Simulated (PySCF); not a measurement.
hydrogen bromide (BrH), SMILES Br.

Coordinates come from a PBE-D3(BJ)/def2-TZVPD optimisation.

Two levels are set side by side: TDDFT-PBE/def2-TZVPD (PySCF) and ADC(2)/aug-cc-pVDZ (PySCF). Vertical, same geometry; the bases differ. Differences are taken from unrounded values.

```json
[
 {"quantity": "lowest singlet excitation (eV)", "ADC(2)": "6.79"}
]
```

What does TDDFT-PBE give, and how far is it from ADC(2)? (An estimate is asked for; the answer gives what the named calculation found.)


```
quantity                        TDDFT-PBE  TDDFT-PBE minus ADC(2)
------------------------------  ---------  ----------------------
lowest singlet excitation (eV)       6.28                   -0.52
```

A lower first singlet is the usual sign of a functional without exact exchange. Differences between two approximate levels are no errors against the true value.

Rough cost on one machine, each run with all the roots and properties that it gave: ADC(2) against TDDFT-PBE about 2 times.
